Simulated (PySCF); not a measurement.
Work out the structure from these simulated measurements.

Formula: C7H8NPS.

| Property | Result |
| --- | --- |
| UV, strongest line | among the 10 lowest singlet transitions: S4 at 5.26 eV (236 nm, f = 0.295) [TDDFT CAM-B3LYP/def2-SVPD] |
| 1H NMR | chemical shifts (computed TMS as zero) by class: 7.47 (1 H), 3.86 (1 H), 3.08 (6 H) ppm [GIAO B97-2/pcSseg-1] |
| Rotational structure | rotational constants A, B, C: 1.217, 1.067, 0.589 GHz [PBE0-D3(BJ)/def2-SVP] |
| Polarisability | 137.4 au [CAM-B3LYP/def2-SVPD] |
| UV, first state | lowest singlet excitation: 4.23 eV (293 nm, f = 0.062) [TDDFT CAM-B3LYP/def2-SVPD] |
| 13C NMR | chemical shifts (computed TMS as zero) by class: 174.2 (1 C), 145.7 (1 C), 116.0 (1 C), 92.7 (1 C), 79.8 (1 C), 42.5 (2 C) ppm [GIAO B97-2/pcSseg-1] |

The electronic properties come from PySCF, for the isolated species, density fitting. Levels stand in brackets. Geometry: PBE0-D3(BJ)/def2-SVP; no solvent, vibrations or thermal averaging. NMR values are class means; diastereotopic atoms form classes of their own.

Q: Give a SMILES that accounts for the data.

A: Numbering: `[CH:1]#[C:2][c:3]1[p:4][cH:5][s:6][c:7]1[N:8]([CH3:9])[CH3:10]`. 7 carbons fall into 6 classes; from least to most shielded: aromatic carbon bearing nitrogen [C7] (174.2 ppm), aromatic CH next to a ring sulfur [C5] (145.7 ppm), substituted aromatic carbon [C3] (116.0 ppm), terminal alkyne carbon [C1] (92.7 ppm), alkyne carbon [C2] (79.8 ppm), N-methyl carbon [C9/C10] (42.5 ppm, 2 C, up to 2.5 ppm apart in this geometry). Hydrogen classes from least to most shielded: 1 H on an aromatic CH next to a ring sulfur, C5 (7.47 ppm), 1 H on a terminal alkyne carbon, C1 (3.86 ppm), 6 H on 2 N-methyl carbons, C9/C10 (3.08 ppm, a mean of values up to 2.8 ppm apart in this geometry). The optimised geometry has point group C1 and is an asymmetric top. Structure: `C#Cc1pcsc1N(C)C`. The assignments are read from this structure; whether some other isomer fits the data as well wasn't checked.

Conformer computed: `[CH:1]#[C:2][c:3]1[p:4][cH:5][s:6][c:7]1[N:8]([CH3:9])[CH3:10]`: S6–C7–N8–C9 -137°.
